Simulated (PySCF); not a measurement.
Isomers of C6H8O2. Method: TDDFT CAM-B3LYP/def2-SVPD, vertical, gas phase, core orbitals frozen in the response (PySCF). Geometries: PBE0-D3(BJ)/def2-SVP; one conformer of each isolated species. Triplets are in the Tamm–Dancoff approximation.

A. `COCC1=COC=C1`
B. `CCOc1ccco1`
C. `C=C/C=C/OC(C)=O`
D. `C1CC(=CC1=O)OC`

Lowest singlet levels (six at most, fewer where fewer were computed) with oscillator strengths:

1. 283 nm (f 0.000); 207 nm (f 0.417); 182 nm (f 0.015); 178 nm (f 0.018); 176 nm (f 0.000); 166 nm (f 0.005); T1 3.94 eV
2. 215 nm (f 0.016); 212 nm (f 0.179); 192 nm (f 0.015); 185 nm (f 0.022); 183 nm (f 0.038); 174 nm (f 0.009); T1 3.88 eV
3. 230 nm (f 0.930); 213 nm (f 0.001); 190 nm (f 0.000); 186 nm (f 0.045); 184 nm (f 0.000); 179 nm (f 0.032); T1 3.04 eV
4. 198 nm (f 0.137); 187 nm (f 0.005); 181 nm (f 0.004); 172 nm (f 0.027); 170 nm (f 0.007); 166 nm (f 0.060); T1 4.08 eV

**Question.** Which spectrum belongs to which structure?

**Answer.** 1 = D, 2 = B, 3 = C, 4 = A.
- A: S1 at 6.27 eV, HOMO→LUMO (97%); Löwdin shares by element: HOMO carbon 83% or more (atoms not listed hold the other 17%); LUMO carbon 49% or more, oxygen 20% or more (atoms not listed hold the other 31%); HOMO -8.07 and LUMO 1.18 eV.
- B: S1 at 5.77 eV, HOMO→LUMO (70%), HOMO→LUMO+1 (12%), HOMO→LUMO+2 (9%); Löwdin shares by element: HOMO carbon 60% or more, oxygen 16% or more (atoms not listed hold the other 24%); LUMO carbon 32% or more, oxygen 8% or more, hydrogen 8% or more (atoms not listed hold the other 53%); HOMO -7.13 and LUMO 1.34 eV.
- C: S1 at 5.40 eV, HOMO→LUMO (97%); Löwdin shares by element: HOMO carbon 78% or more (atoms not listed hold the other 22%); LUMO carbon 61% or more (atoms not listed hold the other 39%); HOMO -7.75 and LUMO -0.01 eV.
- D: S1 at 4.38 eV, HOMO→LUMO (92%); Löwdin shares by element: HOMO oxygen 62% or more, carbon 32% or more; LUMO carbon 58% or more, oxygen 19% or more (atoms not listed hold the other 23%); HOMO -8.40 and LUMO 0.35 eV.
